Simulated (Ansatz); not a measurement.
Program: Ansatz. Geometries: PBE0-D4/def2-TZVP. ΔE: electronic, gas phase. CCSD(T)/CBS is the MP2 limit (def2-TZVPP, def2-QZVPP) plus CCSD(T) − MP2 in def2-TZVPP, frozen cores. This one scheme is used for every species. One conformer a species, not always the lowest.

`O=C([SiH3])S[SiH3]` + `B1CN1` → `[SiH3]N1BC1` + `O=C([SiH3])S`  (ligand exchange at the Si–S bond)

`O=C([SiH3])S[SiH3]`:

Cartesian coordinates in Å:
```
O 0.973 -0.361 -0.920
C -0.078 0.101 -0.554
Si -1.377 0.858 -1.758
S -0.548 0.132 1.173
Si 1.253 -0.814 1.895
H -1.605 2.271 -1.366
H -2.639 0.091 -1.620
H -0.835 0.761 -3.132
H 1.381 -2.178 1.335
H 1.040 -0.879 3.362
H 2.435 0.019 1.585
```

`B1CN1`:

Cartesian coordinates in Å:
```
B 0.441 -0.847 0.016
C 0.044 0.592 0.476
N -0.439 -0.135 -0.704
H 1.016 -1.878 0.091
H -0.676 0.755 1.278
H 0.692 1.448 0.291
H -1.078 0.066 -1.449
```

`[SiH3]N1BC1`:

Cartesian coordinates in Å:
```
Si 0.453 -1.279 0.759
N 0.044 0.009 -0.303
B -0.088 0.727 -1.449
C -0.591 1.357 -0.140
H -0.771 -1.777 1.441
H 1.073 -2.368 -0.034
H 1.403 -0.796 1.795
H 0.124 0.688 -2.612
H -1.645 1.348 0.134
H -0.002 2.090 0.409
```

`O=C([SiH3])S`:

Z-matrix (Å, degrees):
```
Si
C 1 1.927
H 1 1.482 2 107.1
H 1 1.484 2 110.0 3 120.6
H 1 1.482 2 107.1 3 -118.8
S 2 1.785 1 115.2 3 -120.6
O 2 1.201 1 121.5 3 59.4
H 6 1.346 2 95.2 1 -180.0
```

| species | HF/def2-TZVPP energy (Eh) |
| --- | --- |
| `O=C([SiH3])S[SiH3]` | -1091.70723 |
| `B1CN1` | -119.33781 |
| `[SiH3]N1BC1` | -409.47867 |
| `O=C([SiH3])S` | -801.57679 |

Question: Work out ΔE.

Answer: ΔE = (-409.47867) + (-801.57679) − (-1091.70723) − (-119.33781) = -0.01042 Eh = -27.4 kJ/mol. CCSD(T)/CBS gives -9.0 kJ/mol.

Largest T1 diagnostic among the species: 0.017.

The D4 term adds +3.2 kJ/mol with B3LYP and +1.7 kJ/mol with PBE0; it sums over pairs of atoms, weighted by their polarisabilities, and B3LYP, whose exchange is more repulsive, gets the larger term. In def2-TZVPP, CCSD(T) changes the Hartree–Fock value by +16.0 kJ/mol (the triples alone add +3.0 kJ/mol) and MP2 by +17.2 kJ/mol.

B3LYP here is the variant with VWN-RPA as its local correlation; programs differ in this.
